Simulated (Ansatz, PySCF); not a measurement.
Gas-phase reaction (SMILES): Cl[SiH2]Cl [dichlorosilane] + Cl (HCl) → Cl[SiH](Cl)Cl + [H][H] (H2); hydrogen chloride cleaves one Si-H bond, a model of a ligand-exchange step.

Each molecule is optimised on its own at B3LYP-D3(BJ)/def2-TZVP (Ansatz, a program for electronic structure). Cores are frozen in the correlated levels unless marked. Spin-orbit coupling is left out. No relativistic terms. Basis-set limits of correlation are two-point, X^-3; Hartree-Fock from the larger set. The bracket is a focal-point correction in the basis named. Thermal terms are rigid-rotor harmonic-oscillator values from B3LYP-D3(BJ) frequencies (Ansatz or PySCF) at 298.15 K and 1 atm. 1 Eh = 627.5095 kcal/mol.

```tsv
species	E, RI-MP2/CBS(aug-cc-pV(T+d)Z,aug-cc-pV(Q+d)Z)+[CCSD(T)-MP2]/aug-cc-pV(T+d)Z (Ansatz) (Eh)	E, r2SCAN-D4/def2-TZVPD (Ansatz + dftd4) (Eh)	H - E (Eh)	G - E (Eh)
Cl[SiH2]Cl	-1209.92560	-1211.14456	0.02561	-0.00700
Cl (HCl)	-460.37874	-460.78611	0.01000	-0.01120
Cl[SiH](Cl)Cl	-1669.15862	-1670.79141	0.02027	-0.01548
[H][H] (H2)	-1.17524	-1.17100	0.01336	-0.00144
```

**Question.** Work out ΔE and ΔH, ΔG, ΔS and the equilibrium constant at 298.15 K at the first level, then ΔH at the second.

**Answer.** 
1. ΔE = [(-1669.15862) + (-1.17524)] - [(-1209.92560) + (-460.37874)] = -0.02952 Eh = -18.5 kcal/mol at RI-MP2/CBS(aug-cc-pV(T+d)Z,aug-cc-pV(Q+d)Z)+[CCSD(T)-MP2]/aug-cc-pV(T+d)Z.
2. The terms H - E add up to -0.00198 Eh, so ΔH = (-0.02952 + (-0.00198))×627.5095 = -19.8 kcal/mol.
3. The terms G - E add up to 0.00128 Eh, so ΔG = -17.7 kcal/mol, and ΔS = (-0.00198 - (0.00128))×627509.5/298.15 = -6.9 cal/(mol K).
4. log10 K = -ΔG/(RT ln 10) = 13.0, with RT ln 10 = 1.3642 kcal/mol.
5. At r2SCAN-D4/def2-TZVPD the same steps give ΔE = -19.9 and ΔH = -21.2 kcal/mol, a shift of -1.4 from the first level.
6. These values are not checked against measurement here, since the tables used lack a sound gas-phase enthalpy of formation for at least one species.
